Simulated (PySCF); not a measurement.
**Dipole response of Gd³⁹⁺ (gadolinium, charge +39)**

[Ar] 3d7, high-spin 4F determinant. Calculation: PySCF 2.14, in an even-tempered Gaussian basis (18 s from 6.9 bohr⁻², ratio 2.5; 13 p from 9 bohr⁻², ratio 2.5; 8 d from 9 bohr⁻², ratio 2.5; 4 f from 38 bohr⁻², ratio 2.7; 3 g from 57 bohr⁻², ratio 2.7); scalar relativity by spin-free X2C-1e. Coupled (time-dependent) response in atomic units; α is the mean over directions.

| method | mean α (bohr³) | C₆ (like pair) | S(−4) |
| --- | --- | --- | --- |
| PBE0 | 0.004533 | 0.0005769 | 1.247e-05 |

S(−4) is the Cauchy moment in α(ω) = α(0) + S(−4) ω² + …

Spin-orbit coupling is absent.

α(iu) at PBE0:

```csv
u (hartree),α(iu) (bohr³)
0,0.004533
4.00,0.004349
8.00,0.003940
16.0,0.003170
24.0,0.002688
32.0,0.002366
40.0,0.002117
60.0,0.001640
80.0,0.001285
120,0.0008191
200,0.0003964
```

For an ion, C₆ is the dispersion term alone; charge-induced terms of lower order in 1/R come first.

Spin-orbit coupling is strong in this species (close to jj coupling), so the high-spin LS determinant is a model state, not a physical level.
